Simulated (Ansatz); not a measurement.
A search over several starts for the lowest SCF solution of Sn₃O₃⁻ at the given spin, in a small basis.

```yaml
crystal:
  periodic: [false, false, false]
  atoms:
    - {symbol: Sn, position_ang: [-1.040879, 1.956311, -0.140385]}
    - {symbol: Sn, position_ang: [2.221875, -0.061291, -0.069078]}
    - {symbol: Sn, position_ang: [-1.128235, -1.816077, 0.201577]}
    - {symbol: O, position_ang: [0.860686, -1.634319, 0.118322]}
    - {symbol: O, position_ang: [-1.852507, 0.043241, 0.055940]}
    - {symbol: O, position_ang: [0.939069, 1.512135, -0.166376]}
basis:
  gaussian: {orbitals: def2-SVP, initial_orbitals: start.molden}
total_charge: -1
magnetization: {spin_polarized: true, initial_magnetization: 1}
hamiltonian: {xc: pbe0, dispersion: d4}
output: {orbitals: {seedname: orbitals}}
```

The file start.molden holds the orbitals of an earlier run on this structure, at another level or in another basis.

```sh
$ ansatz run in.yaml --threads 4 --pin off --events-out ev --progress --plain --max-ram 4787MiB
```

Shortened log:

```
Functional definition: PBE0
1404 factors; integrals over basis functions are off by at most 2.1e-4 eV
mean field evaluation 1: about -23579.5566 eV, gradient 1.3e2 eV
mean field evaluation 2: about -23601.6628 eV, gradient 3.0e1 eV
mean field evaluation 4: about -23625.5964 eV, gradient 1.1e1 eV
mean field evaluation 8: about -23628.7836 eV, gradient 2.5e-1 eV
mean field evaluation 16: about -23628.7852 eV, gradient 2.5e-5 eV
mean field evaluation 32: about -23628.7852 eV, gradient 2.6e-2 eV
mean field evaluation 64: about -23628.5501 eV, gradient 4.3e-1 eV
mean field -23628.78517412 eV, -868.3418389830 hartree, gradient 3.1e-6 eV, S^2 0.765170; 6 other end points of the search recorded, 0 dependent functions left out
reference -23628.78520113 eV, -868.3418399758 hartree; 46, 45 occupied and 74, 75 virtual orbitals, 1404 factors
Total energy: -23629.10444223 eV, -868.3535718695 hartree
```

Run time 11 s (4 threads of Intel Xeon Platinum 8259CL on a shared host), peak host memory 0.56 GiB.

In the def2 sets Sn takes a core potential; there is no spin–orbit coupling. The highest occupied level of the charge -1 doublet lies above zero (up to 0.81 eV). It is a level of α spin, whose loss leaves a singlet; that state wasn't run at this geometry and level. The electron is either unbound and held by the finite basis, or the level is raised by self-interaction error. Another isomer (doublet) lies 0.55 eV lower at PBE0-D4/def2-TZVPD; other spin states weren't run for this one.
